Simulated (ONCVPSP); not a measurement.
## Varying the ONCV potential for Mg

Base potential:

* Element: Mg (Z = 12)
* Generator: ONCVPSP 4.0.1
* Type: optimised norm-conserving Vanderbilt (ONCV)
* Functional: LDA (Perdew-Zunger)
* Relativity: scalar-relativistic
* Frozen core: [Ne]
* Valence charge: 2
* Reference configuration: 3s0.5 (charge +1.5)
* Partial waves: 3s: rc 2.20 bohr, ncon 4, nbas 7, qcut 2.4 1/bohr, 2 projectors, debl 2.1 Ha; p scattering state at 0.23 Ha: rc 2.05 bohr, ncon 4, nbas 9, qcut 4 1/bohr, 3 projectors, debl 3.6 Ha; d scattering state at 0.25 Ha: rc 1.80 bohr, ncon 3, nbas 7, qcut 6.3 1/bohr, 1 projector
* Local potential: polynomial inside 1.25 bohr (lpopt 5, dvloc0 0 Ha)
* Core correction: Teter function, fcfact 3.5, rcfact 1.55

In the p channel the program set the typed energies aside and used 0.050, 3.650, 7.250 Ha.

All-electron outer shells of the reference configuration (LDA (Perdew-Zunger), scalar-relativistic, ld1.x):

```
shell  level (eV)  outermost node (bohr)  outermost maximum (bohr)
   2p      -61.12                      –                      0.48
   3s      -15.12                   0.89                      2.26
```

Cutoffs, loose and tight: the cutoffs (Ha) at which the residual kinetic energy of the hardest occupied pseudo-wave falls to 1 and 0.1 mHa per electron. They do not see the model core or the augmentation charge, which bear on the density cutoff. Test errors are all-electron minus pseudo excitation energies from the reference, over the configurations 3s2; 3s1; 3s1.5; 3s0 3p2. A dash means not determined; rows that change the core or the reference have their own tests.

```tsv
change	outcome	cutoff, loose	cutoff, tight	bound ghosts	GHOST(+) flags above zero	largest test error (meV)
base	generated, projector energies reset by the program	9.4 Ha	22 Ha	none	s	-47
d: qcut 4.8	generated, projector energies reset by the program	9.4 Ha	22 Ha	none	s	-47
core correction Teter function, fcfact 3.5, rcfact 0.94	generated, projector energies reset by the program	9.4 Ha	22 Ha	none	s	+129
s: qcut 1.6; p: qcut 2.7; d: qcut 4.3	generated, projector energies reset by the program	18 Ha	24 Ha	none	s	-51
local potential polynomial inside 1.20 bohr (lpopt 5, dvloc0 6 Ha)	generated, projector energies reset by the program	9.4 Ha	22 Ha	none	none	-48
p: nbas 8	generated, projector energies reset by the program	9.4 Ha	22 Ha	none	s	-47
core correction Teter function, fcfact 5, rcfact 1.55	generated, projector energies reset by the program	9.4 Ha	22 Ha	none	s	-101
```

Question: What comes out with this change to the base: s: ncon 5, nbas 8?

Answer: outcome: generated, projector energies reset by the program; cutoff, loose: 9.2 Ha; cutoff, tight: 25 Ha; bound ghosts: none; GHOST(+) flags above zero: s; largest test error (meV): -48.

Question: What comes out with this change to the base: functional PBE?

Answer: outcome: generated, projector energies reset by the program; cutoff, loose: 9.7 Ha; cutoff, tight: 22 Ha; bound ghosts: none; GHOST(+) flags above zero: s; largest test error (meV): -42.
